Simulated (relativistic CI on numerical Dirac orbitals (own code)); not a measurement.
# Radial parameters of Ba20+

Method of calculation: Dirac-Coulomb-Breit CI, KLI orbitals optimised for each configuration, QED by a radiative potential, unscaled Slater integrals (own radial code, finite nucleus).

Slater integrals F^k, G^k are unscaled and averaged over j, outside the closed core [Ar] 3d10; ζ comes from projecting the Hamiltonian with its Breit term on Σ l·s of the shell.

- 4s2 4p5 4d: ζ(4p) = 102670, F^2(4p,4d) = 155040, G^1(4p,4d) = 195180, G^3(4p,4d) = 124200, ζ(4d) = 11931 cm⁻¹; <r>(4p) = 0.6457, <r^2>(4p) = 0.4706, <r>(4d) = 0.6681, <r^2>(4d) = 0.5093 (bohr units).
- 4s 4p6 4d: G^2(4s,4d) = 153270, ζ(4d) = 12023 cm⁻¹; <r>(4s) = 0.6246, <r^2>(4s) = 0.4379, <r>(4d) = 0.6683, <r^2>(4d) = 0.5097 (bohr units).
- 4s2 4p5 4f: ζ(4p) = 102470, F^2(4p,4f) = 154950, G^2(4p,4f) = 133310, G^4(4p,4f) = 95416, ζ(4f) = 1156.8 cm⁻¹; <r>(4p) = 0.646, <r^2>(4p) = 0.471, <r>(4f) = 0.6692, <r^2>(4f) = 0.5102 (bohr units).

Averages of the first 10 configurations, taken without configuration mixing, which lowers the lowest level and can move excited configurations by several eV; other configurations of the list can lie among them:

```json
{"Configuration": "4s2 4p6", "Parity": "even", "States": "1", "Average energy above the lowest level (eV)": "0.2"}
{"Configuration": "4s2 4p5 4d", "Parity": "odd", "States": "60", "Average energy above the lowest level (eV)": "101.1"}
{"Configuration": "4s 4p6 4d", "Parity": "even", "States": "20", "Average energy above the lowest level (eV)": "178.7"}
{"Configuration": "4s2 4p5 4f", "Parity": "even", "States": "84", "Average energy above the lowest level (eV)": "213.0"}
{"Configuration": "4s 4p6 4f", "Parity": "odd", "States": "28", "Average energy above the lowest level (eV)": "290.8"}
{"Configuration": "4s2 4p5 5s", "Parity": "odd", "States": "12", "Average energy above the lowest level (eV)": "265.7"}
{"Configuration": "4s2 4p5 5p", "Parity": "even", "States": "36", "Average energy above the lowest level (eV)": "295.3"}
{"Configuration": "4p6 4d2", "Parity": "even", "States": "45", "Average energy above the lowest level (eV)": "360.1"}
{"Configuration": "4p5 4d3", "Parity": "odd", "States": "720", "Average energy above the lowest level (eV)": "458.9"}
{"Configuration": "4p5 4d2 4f", "Parity": "even", "States": "3780", "Average energy above the lowest level (eV)": "568.1"}
```
